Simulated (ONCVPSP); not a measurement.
## Logarithmic derivatives: antimony (Sb), ONCV

antimony, optimised norm-conserving Vanderbilt (ONCV), made with ONCVPSP 4.0.1 (LDA (Perdew-Wang 92), scalar-relativistic). Core [Ar] 3d10, reference 4s2 4p6 4d10 5s2 5p3. Waves: 4s+5s: rc 1.55 bohr, ncon 4, nbas 7, qcut 6.5 1/bohr, 2 projectors; 4p+5p: rc 0.76 bohr, ncon 4, nbas 7, qcut 15.3 1/bohr, 2 projectors; 4d: rc 1.60 bohr, ncon 3, nbas 8, qcut 10.6 1/bohr, 1 projector. Local part: polynomial inside 0.76 bohr (lpopt 5, dvloc0 6 Ha). Core correction: none.

The phase is arctan(r·R′/R) of the radial function R(r), unwrapped; energies in Ha, scanned from -7 to 5 Ha. A pole is an energy at which the radial function vanishes at the test radius. The pseudo phase is shifted by a multiple of π to meet the all-electron one at the reference energy, and phase errors are pseudo minus all-electron; the curves can meet again beyond the range given. Levels narrower than the energy grid can be missing from the lists of poles.

```csv
channel,radius (bohr),reference energy (Ha),"poles, all-electron","poles, pseudo",unbroken range about the reference energy with phases within 0.05 rad,phase error 1 Ha above the reference energy (rad)
s,1.58,-0.48,"-5.30, 4.86","-5.30, 2.91",below 2.6,-0.003
p,0.77,-0.18,none,none,the whole range,+0.000
d,1.62,-1.23,-0.71,-0.71,below 1.7,+0.002
```

Note: ghosts flagged at negative energy: p at -565.7 eV; GHOST(+) flagged for s at 84.3 eV. A true bound ghost makes a file unfit for plane-wave use.

Phases in the s channel:

| E (Ha) | all-electron | pseudo |
| --- | --- | --- |
| -6.96 | 1.280 | 1.280 |
| -6.64 | 1.249 | 1.248 |
| -6.32 | 1.193 | 1.193 |
| -6.00 | 1.051 | 1.050 |
| -5.68 | -0.081 | -0.082 |
| -5.36 | -1.523 | -1.523 |
| -5.04 | -1.690 | -1.690 |
| -4.72 | -1.756 | -1.756 |
| -4.40 | -1.797 | -1.798 |
| -4.08 | -1.831 | -1.831 |
| -3.76 | -1.863 | -1.863 |
| -3.44 | -1.896 | -1.896 |
| -3.12 | -1.932 | -1.933 |
| -2.80 | -1.975 | -1.975 |
| -2.48 | -2.026 | -2.027 |
| -2.16 | -2.092 | -2.093 |
| -1.84 | -2.179 | -2.180 |
| -1.52 | -2.298 | -2.299 |
| -1.20 | -2.469 | -2.470 |
| -0.88 | -2.718 | -2.718 |
| -0.56 | -3.057 | -3.057 |
| -0.24 | -3.440 | -3.440 |
| 0.08 | -3.774 | -3.775 |
| 0.40 | -4.017 | -4.020 |
| 0.72 | -4.184 | -4.188 |
| 1.04 | -4.301 | -4.307 |
| 1.36 | -4.386 | -4.394 |
| 1.68 | -4.449 | -4.460 |
| 2.00 | -4.499 | -4.515 |
| 2.32 | -4.539 | -4.564 |
| 2.64 | -4.572 | -4.619 |
| 2.96 | -4.600 | -4.753 |
| 3.28 | -4.624 | -7.583 |
| 3.60 | -4.645 | -7.719 |
| 3.92 | -4.664 | -7.760 |
| 4.24 | -4.682 | -7.787 |
| 4.56 | -4.698 | -7.807 |
| 4.88 | -4.713 | -7.825 |
